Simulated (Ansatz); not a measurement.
Ansatz (a quantum-chemistry and plane-wave program) input (RI-MP2/def2-TZVPPD):
A basis named .json is the Basis Set Exchange file of that set.

Ansatz 0.2 input:
```yaml
crystal:
  periodic: [false, false, false]
  atoms:
    - {symbol: In, position_ang: [0.00000000, 0.00000000, 0.00000000]}
    - {symbol: Cl, position_ang: [0.00000000, 0.00000000, 2.22420773]}
    - {symbol: Cl, position_ang: [-0.00000000, -0.00000000, -2.22420773]}
basis:
  gaussian:
    orbitals: def2-TZVPPD.json
    fitting: {mean_field: def2-universal-jkfit, correlation: def2-TZVPPD-RIFIT.json}
total_charge: 1
magnetization: {spin_polarized: false}
correlation: {method: mp2, electrons: outside_noble_gas}
```

Output:

```
Functional definition: HF
integrals: 0.10 GiB planned
474 factors; integrals over basis functions are off by at most 1.4e0 eV
478 factors; integrals over basis functions are off by at most 7.9e-1 eV
mean field: 0.45 GiB planned
mean field evaluation 1: about -30149.3762 eV, gradient 3.0e1 eV
mean field evaluation 2: about -30151.1751 eV, gradient 1.8e1 eV
mean field evaluation 4: about -30151.7958 eV, gradient 5.2e-1 eV
mean field evaluation 8: about -30151.7975 eV, gradient 1.2e-6 eV
mean field -30151.79754887 eV, -1108.0581222985 hartree, gradient 1.2e-6 eV, S^2 0.000000; 0 other end points of the search recorded, 0 dependent functions left out
19 core orbitals not correlated
reference -30151.79754887 eV, -1108.0581222985 hartree; 8, 8 occupied and 131, 131 virtual orbitals, 478 factors
second order -11.33133152 eV of doubles, -0.00000000 eV of singles
Total energy: -30163.12888039 eV, -1108.4745410513 hartree
```

It need not be the lowest isomer of its formula.
